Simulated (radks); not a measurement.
Spherical jellium clusters: N electrons in a uniform positive sphere of charge N and radius rs N^(1/3), rs = 2.83 bohr. Calculated with a radial shooting solver with Libxc functionals: non-relativistic Kohn-Sham, LDA (Slater exchange, Perdew-Wang correlation), spin-polarised, spherical densities. Levels are named by radial order and angular momentum (1s, 1p, 1d, 2s, ...), and open shells are averaged over m. Each electron was tried in the lowest free levels, single moves between levels near the top were tried too, and the lowest total energy was kept; such a search can miss a lower state. Energies include the self-energy of the background; IP and EA are vertical (highest electron removed, lowest free level filled), at fixed background; spill-out counts the electrons outside the background radius R, and alpha is the static dipole polarisability from linear response (closed shells only). A dash means not computed or, for alpha, an open shell; in EA it means that no bound solution was reached, which is typical of self-interaction and does not show that the anion is unstable. Real open-shell clusters deform, which this model forbids.

\begin{tabular}{lrrrrrrrrr}
N & open shells & 2S & E/N (eV) & E(N+1) + E(N-1) - 2E(N) (eV) & IP (eV) & EA (eV) & -e(HOMO) (eV) & spill-out (e) & alpha/R^3 \\ \hline
1 & 1s(up 1, down 0) & 1 & -0.724 & - & - & - & 3.684 & 0.51 & - \\
2 & none & 0 & -1.415 & 1.887 & 6.824 & - & 4.157 & 0.72 & 2.008 \\
3 & 1p(up 1, down 0) & 1 & -1.016 & -0.888 & 4.405 & - & 2.344 & 1.10 & - \\
4 & 1p(up 2, down 0) & 2 & -1.039 & -0.738 & 5.301 & - & 3.139 & 1.33 & - \\
5 & 1p(up 3, down 0) & 3 & -1.200 & 0.337 & 5.844 & - & 3.681 & 1.50 & - \\
6 & 1p(up 3, down 1) & 2 & -1.252 & -0.600 & 5.308 & - & 3.355 & 1.67 & - \\
7 & 1p(up 3, down 2) & 1 & -1.374 & -0.453 & 5.794 & 1.988 & 3.825 & 1.81 & - \\
8 & none & 0 & -1.522 & 2.168 & 6.124 & - & 4.170 & 1.93 & 1.672 \\
9 & 1d(up 1, down 0) & 1 & -1.397 & -0.404 & 3.843 & - & 2.142 & 2.16 & - \\
10 & 1d(up 2, down 0) & 2 & -1.337 & -0.368 & 4.271 & - & 2.566 & 2.35 & - \\
11 & 1d(up 3, down 0) & 3 & -1.321 & -0.328 & 4.613 & - & 2.911 & 2.51 & - \\
12 & 1d(up 4, down 0) & 4 & -1.335 & -0.290 & 4.891 & 1.598 & 3.200 & 2.64 & - \\
13 & 1d(up 5, down 0) & 5 & -1.370 & 0.414 & 5.122 & - & 3.445 & 2.76 & - \\
14 & 1d(up 5, down 0) 2s(up 1, down 0) & 6 & -1.369 & -0.226 & 4.646 & 1.498 & 3.098 & 3.04 & - \\
15 & 1d(up 5, down 2) & 3 & -1.384 & -0.297 & 4.874 & 1.767 & 3.287 & 3.01 & - \\
16 & 1d(up 5, down 3) & 2 & -1.416 & -0.230 & 5.094 & 1.999 & 3.515 & 3.12 & - \\
17 & 1d(up 5, down 4) & 1 & -1.458 & -0.204 & 5.280 & 2.203 & 3.712 & 3.22 & - \\
18 & none & 0 & -1.506 & 0.258 & 5.439 & 2.025 & 3.884 & 3.31 & 1.510 \\
19 & 2s(up 1, down 0) & 1 & -1.535 & 0.216 & 5.138 & 1.917 & 3.635 & 3.51 & - \\
20 & none & 0 & -1.551 & 1.148 & 4.940 & - & 3.489 & 3.74 & 1.562 \\
21 & 1f(up 1, down 0) & 1 & -1.511 & -0.210 & 3.835 & - & 2.410 & 3.87 & - \\
22 & 1f(up 2, down 0) & 2 & -1.483 & -0.196 & 4.030 & - & 2.612 & 3.99 & - \\
23 & 1f(up 3, down 0) & 3 & -1.467 & -0.182 & 4.204 & 1.427 & 2.793 & 4.10 & - \\
24 & 1f(up 4, down 0) & 4 & -1.460 & -0.170 & 4.361 & 1.596 & 2.957 & 4.20 & - \\
25 & 1f(up 5, down 0) & 5 & -1.460 & -0.158 & 4.502 & 1.751 & 3.106 & 4.29 & - \\
26 & 1f(up 6, down 0) & 6 & -1.466 & -0.147 & 4.630 & 1.894 & 3.243 & 4.38 & - \\
27 & 1f(up 7, down 0) & 7 & -1.477 & 0.415 & 4.747 & 1.489 & 3.368 & 4.45 & - \\
28 & 1f(up 7, down 1) & 6 & -1.472 & -0.159 & 4.301 & 1.656 & 2.961 & 4.55 & - \\
29 & 1f(up 7, down 2) & 5 & -1.474 & -0.148 & 4.442 & 1.808 & 3.108 & 4.64 & - \\
30 & 1f(up 7, down 3) & 4 & -1.480 & -0.138 & 4.570 & 1.947 & 3.243 & 4.72 & - \\
31 & 1f(up 7, down 4) & 3 & -1.490 & -0.128 & 4.687 & 2.076 & 3.366 & 4.80 & - \\
32 & 1f(up 7, down 5) & 2 & -1.504 & -0.120 & 4.793 & 2.196 & 3.480 & 4.88 & - \\
33 & 1f(up 7, down 6) & 1 & -1.520 & -0.112 & 4.891 & 2.307 & 3.585 & 4.95 & - \\
34 & none & 0 & -1.539 & 0.499 & 4.982 & 1.874 & 3.683 & 5.02 & 1.399 \\
35 & 2p(up 1, down 0) & 1 & -1.542 & -0.066 & 4.461 & 1.998 & 3.213 & 5.22 & - \\
36 & 2p(up 2, down 0) & 2 & -1.547 & -0.056 & 4.559 & 2.108 & 3.316 & 5.41 & - \\
37 & 2p(up 3, down 0) & 3 & -1.553 & 0.265 & 4.642 & 1.913 & 3.408 & 5.60 & - \\
38 & 2p(up 3, down 1) & 2 & -1.552 & -0.065 & 4.402 & 2.040 & 3.205 & 5.82 & - \\
39 & 2p(up 3, down 2) & 1 & -1.553 & -0.056 & 4.506 & 2.153 & 3.313 & 6.03 & - \\
40 & none & 0 & -1.555 & 0.592 & 4.596 & 1.548 & 3.409 & 6.23 & 1.504 \\
41 & 1g(up 1, down 0) & 1 & -1.542 & -0.116 & 4.036 & 1.651 & 2.831 & 6.30 & - \\
42 & 1g(up 2, down 0) & 2 & -1.533 & -0.110 & 4.124 & 1.748 & 2.925 & 6.36 & - \\
43 & 1g(up 3, down 0) & 3 & -1.527 & - & 4.208 & 1.839 & 3.013 & 6.42 & - \\
\end{tabular}

All shells are closed at N = 2, 8, 18, 20, 34, 40 (there: 1s2 1p6 1d10 2s2 1f14 2p6); the second difference of the energy has clear peaks (12 % above both neighbours; the first and last values, which can be the largest, are not judged, and half-filled shells can peak too) at N = 5, 8, 13, 18, 20, 27, 34, 37, 40.
